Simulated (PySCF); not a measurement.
## Worked example: oscillator strength and radiative lifetime

FH5N3Nb, SMILES [NH]=[Nb]([NH2])([NH2])[F], multiplicity 1.

Coordinates come from a B3LYP-D3(BJ)/def2-SVP optimisation. The multiplicity is an assumed one; no other spin state was optimised. The structure was generated by enumeration; whether it is a known compound was not checked. The def2 effective core potentials stand for the cores of Nb; spin–orbit coupling is left out. Other conformers were not sampled.

PySCF with TDA-ωB97X/def2-SVPD puts the first singlet state with f over 0.02 at 5.90 eV (vertical), with the transition dipole (0.000, 0.000, -0.440) in atomic units.

Q: Find the oscillator strength, the wavelength and the radiative lifetime that this transition would have in vacuum if emission retraced absorption.

A: 
|μ|² = 0.1936 au, so |μ| = 1.12 D. ΔE = 5.90/27.211 = 0.2168 hartree. f = (2/3) ΔE |μ|² = 0.028 (the program prints 0.028).
λ = 1239.84/5.90 = 210 nm; ν = 47587 cm⁻¹.
Einstein's coefficient A = 0.6670 ν² f s⁻¹ (ν in cm⁻¹) = 4.2e7 s⁻¹, so τ = 1/A = 24 ns. This state is S5; the lower singlets have f = 0.000, 0.016, 0.003, 0.013. The figure is the radiative limit of this one transition; relaxation, internal conversion, crossing to triplets and a medium change what is measured.
